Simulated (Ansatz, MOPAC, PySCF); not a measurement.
Donor–acceptor adduct: BH3 (SMILES B) (first 4 atoms) with CHN (SMILES C#N); geometry from B3LYP-D3(BJ)/def2-TZVP.
(charge 0, multiplicity 1):
```xyz
7

B     -0.097     0.048     0.770
H      0.666     0.927     0.451
H      0.204    -1.031     0.322
H     -1.256     0.333     0.591
C      0.171    -0.190     3.429
N      0.057    -0.089     2.298
H      0.278    -0.284     4.485
```

Monomers are frozen at their geometry in the pair; levels with a basis set take the counterpoise correction.

The state that PM6 reach isn't checked.

Run with Ansatz (Gaussian orbitals); MOPAC for PM6 (differences of heats of formation); PySCF for the dispersion terms. Each number belongs to the level named beside it.

**Question.** One of these levels gives -39.84 kcal/mol for the interaction energy. Name it.
A) PM6
B) r2SCAN-D3(BJ)/def2-TZVPPD
C) BLYP/def2-TZVPPD

**Answer.** B, r2SCAN-D3(BJ)/def2-TZVPPD. The others give -56.31 (PM6), -33.79 (BLYP/def2-TZVPPD)

Ansatz is an electronic-structure program.
